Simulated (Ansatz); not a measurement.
`[OH][Cd][Cl]` + H₂S → `[OH][Cd][SH]` + HCl at 400 K and 1 bar (ligand exchange at a Cd–Cl bond).

Computed with Ansatz on PBE0-D4/def2-TZVP structures; ΔE is electronic, products minus reactants. CCSD(T)/CBS is the MP2 limit (def2-TZVPP, def2-QZVPP) plus CCSD(T) − MP2 in def2-TZVPP, frozen cores. This one scheme is used for every species. Elements past krypton have def2 core potentials. For Cd outer-core shells are correlated without core-valence functions, which leaves a few kJ/mol of doubt a bond. Each species was taken in one conformer, which may not be the lowest.

```tsv
species	CCSD(T)/CBS energy (Eh)	H − E (kJ/mol)	S (J/(mol·K))
`[OH][Cd][Cl]`	-703.31715	57.0	317.9
H₂S	-398.97279	53.4	215.9
`[OH][Cd][SH]`	-641.89858	81.2	340.4
HCl	-460.38127	29.6	195.4
```

H − E and S are ideal-gas, rigid-rotor, harmonic terms from PBE0-D4/def2-TZVP, for one conformer and one mirror image of each species. 1 Eh = 2625.50 kJ/mol, R = 8.31446 J/(mol·K).

Task: By hand: ΔE, ΔH, ΔS and ΔG.

Result: ΔE = (-641.89858) + (-460.38127) − (-703.31715) − (-398.97279) = 0.01009 Eh = 26.5 kJ/mol. Δ(H − E) = 81.2 + 29.6 − 57.0 − 53.4 = 0.4, so ΔH = 26.9 kJ/mol. ΔS = 340.4 + 195.4 − 317.9 − 215.9 = 2.0 J/(mol·K). ΔG = 26.9 − 400 × (2.0)/1000 = 26.1 kJ/mol.

Task: By hand: the equilibrium constant, and the temperature at which ΔG would vanish if ΔH and ΔS stayed fixed.

Result: log₁₀ K = −ΔG/(RT ln 10) = -3.4. ΔG = 0 at ΔH/ΔS = 13450 K, far beyond where these terms or the molecules hold.

The number of gas molecules stays the same, so ΔS is small and ΔH decides. A doubt of 5 kJ/mol in ΔE shifts log₁₀ K by 0.7 here. Other conformers and mirror images would add mixing entropy, several J/(mol·K) or more a flexible species. These are equilibria of isolated gas molecules and say nothing of rates. Largest T1 diagnostic: 0.015 (customary marks: 0.02 for closed shells, 0.045 for open ones).
